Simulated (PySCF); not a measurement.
C4H14OSi2.
InChI=1S/C4H14OSi2/c1-6(2)5-7(3)4/h6-7H,1-4H3

Torsions of this conformer, `[CH3:1][SiH:2]([CH3:3])[O:4][SiH:5]([CH3:6])[CH3:7]`: C1–Si2–O4–Si5 71°, Si2–O4–Si5–C6 -41°.

The closed-shell ground state was solved at several levels (PySCF, density fitting, gas phase, non-relativistic). The structure is a single PBE0-D3(BJ)/def2-SVP conformer in the gas phase; no vibrational or solvent corrections.

| level | basis functions | HOMO (eV) | LUMO (eV) | gap (eV) | dipole (D) |
| --- | --- | --- | --- | --- | --- |
| PBE0/6-31G | 99 | -7.61 | 1.62 | 9.23 | 2.13 |
| PBE0/def2-SVP | 176 | -7.88 | 1.28 | 9.16 | 1.68 |
| PBE/pcSseg-1 | 203 | -6.60 | 0.20 | 6.80 | 1.62 |
| PBE0/def2-SVPD | 263 | -7.97 | 0.45 | 8.42 | 1.59 |
| PBE0/pcSseg-0 | 99 | -7.93 | 1.42 | 9.35 | 1.73 |
| LC-wPBE/pcSseg-1 | 203 | -10.72 | 3.15 | 13.87 | 1.62 |
| BLYP/pcSseg-1 | 203 | -6.48 | 0.23 | 6.71 | 1.57 |
| PBE0/aug-cc-pVDZ | 295 | -7.89 | -0.19 | 7.70 | 1.55 |
| BP86/pcSseg-1 | 203 | -6.71 | 0.27 | 6.98 | 1.62 |
| PBE0/6-31G* | 134 | -7.73 | 1.59 | 9.32 | 1.75 |
| B3LYP/pcSseg-1 | 203 | -7.77 | 0.69 | 8.46 | 1.58 |
| PBE0/STO-3G | 57 | -3.67 | 6.61 | 10.28 | 0.72 |
| PBE0/pcSseg-1 | 203 | -8.00 | 1.00 | 9.00 | 1.62 |

Estimate the row for BHandHLYP/pcSseg-1, a basis of 203 functions; the other rows only guide the guess.

HOMO -9.32 eV, LUMO 1.64 eV, gap 10.96 eV, dipole 1.57 D.

Over all these levels, which gives the widest orbital gap and which the narrowest?

LC-wPBE/pcSseg-1 (range-separated hybrid) has the widest, 13.87 eV, and BLYP/pcSseg-1 (GGA) the narrowest, 6.71 eV. The two share the basis. From the narrowest to the widest the HOMO moves by -4.24 eV and the LUMO by +2.92 eV.

How much does the basis alone move the frontier levels among the 8 PBE0 rows?

The HOMO by 4.33 eV and the LUMO by 6.80 eV. By rising basis size (HOMO, LUMO in eV): STO-3G -3.67, 6.61; 6-31G -7.61, 1.62; pcSseg-0 -7.93, 1.42; 6-31G* -7.73, 1.59; def2-SVP -7.88, 1.28; pcSseg-1 -8.00, 1.00; def2-SVPD -7.97, 0.45; aug-cc-pVDZ -7.89, -0.19.

In the pcSseg-1 basis, how does the gap go with the fixed share of exact exchange?

BLYP (0 %) 6.71 eV; PBE (0 %) 6.80 eV; BP86 (0 %) 6.98 eV; B3LYP (20 %) 8.46 eV; PBE0 (25 %) 9.00 eV; BHandHLYP (50 %) 10.96 eV. Each rise in the share widens the gap here.

How far do the dipole and the HOMO energy spread over the levels?

The dipole runs from 0.72 to 2.13 D (mean 1.60 D) and the HOMO from -10.72 to -3.67 eV.
